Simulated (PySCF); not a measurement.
**Working out the ionisation energy of N+**

N+ [He] 2s2 2p2 (3P) → N(2+) [He] 2s2 2p1 (2P). Computed with PySCF 2.14 in aug-cc-pVDZ (4s3p2d, 23 functions), with the non-relativistic Hamiltonian (point nucleus). Frozen: 1s2. Energies in hartree (1 hartree = 27.21139 eV):

| part | N+ (lower) | N(2+) (upper) |
| --- | --- | --- |
| UHF | -53.881265 | -52.807269 |
| CCSD correlation | -0.077235 | -0.074671 |
| (T) | -0.000872 | -0.000563 |

What does Hartree-Fock give?

(-52.807269) − (-53.881265) = 1.073996 hartree = 29.225 eV.

What do CCSD and CCSD(T) give?

The CCSD correlation energies differ by 0.002564 hartree = 0.070 eV and the triples by 0.000309 hartree = 0.008 eV, so CCSD gives 29.295 eV and CCSD(T) 29.303 eV.

Reference: 29.601 eV (semi-empirical (NIST evaluation); NIST Atomic Spectra Database, ionization energies), between the lowest levels; spin-orbit coupling is absent from the calculation.

A double-zeta basis recovers only part of the correlation energy.

What remains against the reference includes basis incompleteness, the frozen core and higher excitations.
